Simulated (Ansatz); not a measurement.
Gas-phase electronic energies from Ansatz, PBE0-D4/def2-TZVP geometries. CBS: MP2 limit from def2 TZ/QZ plus the TZ coupled-cluster correction, frozen cores. This one scheme is used for every species. Double bonds are as drawn, so ΔE can hold a change between cis and trans. DFT in def2-TZVPP. B3LYP here is the variant with VWN-RPA as its local correlation; programs differ in this. One conformer a species, not always the lowest.

Reaction (hydrogenolysis of a C–F bond): `B/C=C(/O)F` + H₂ → `B/C=C/O` + H–F

`B/C=C(/O)F`:

Cartesian coordinates in Å:
```
B 1.471 0.765 0.074
C 0.014 0.590 -0.273
C -0.683 -0.515 0.041
O -1.958 -0.720 -0.238
F -0.158 -1.549 0.680
H 2.070 -0.094 0.653
H 2.041 1.771 -0.230
H -0.570 1.339 -0.796
H -2.228 -1.586 0.089
```

H₂:

```xyz
2

H     0.122   -0.311    0.166
H    -0.122    0.311   -0.166
```

`B/C=C/O`:

Cartesian coordinates in Å:
```
B 1.429 0.375 -0.577
C 0.330 -0.167 0.304
C -0.955 0.011 -0.067
O -2.044 -0.395 0.581
H 1.133 0.952 -1.586
H 2.585 0.246 -0.296
H 0.521 -0.702 1.235
H -1.215 0.535 -0.982
H -1.785 -0.856 1.388
```

H–F:

```xyz
2

F    -0.068   -0.401    0.214
H     0.068    0.401   -0.214
```

Problem. Is it downhill or uphill in electronic energy at CCSD(T)/CBS, and by how much? (An estimate is asked.)

Solution. Ansatz gave: Downhill: ΔE = -83.5 kJ/mol.

Problem. What do these levels give: B3LYP-D4, r2SCAN, PBE0, CCSD/def2-TZVPP, HF/def2-QZVPP, HF/CBS(def2)? (An estimate is asked.)

Solution. The calculation gave: B3LYP-D4 -68.8, r2SCAN -59.2, PBE0 -71.1, CCSD/def2-TZVPP -81.5, HF/def2-QZVPP -79.3, HF/CBS(def2) -79.3 kJ/mol.

Largest T1 diagnostic among the species: 0.013.

From PBE to PBE0 (25 % exact exchange), in def2-TZVPP and without D4, ΔE moves by −6.3 kJ/mol.
